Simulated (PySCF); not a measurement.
MgO. Atoms are numbered in the order given.

```xyz
2

Mg     0.0000     0.0000    -0.6963
O      0.0000     0.0000     1.0444
```
Charge 0, spin multiplicity 1.

The structure is a stationary point at B3LYP-D3(BJ)/def2-TZVPD.

Vertical ionisation energy (IE) and electron affinity (EA) in eV. Rows of orbital energies are one-electron estimates. Where ΔSCF, EOM or ADC give a negative EA the extra electron is unbound and the value depends on the basis.

```tsv
level	IE	EA
−ε(HOMO), −ε(LUMO), PBE/def2-TZVPD (PySCF)	4.82	4.32
−ε(HOMO), −ε(LUMO), M06-2X/def2-TZVPD (PySCF)	7.67	3.06
```
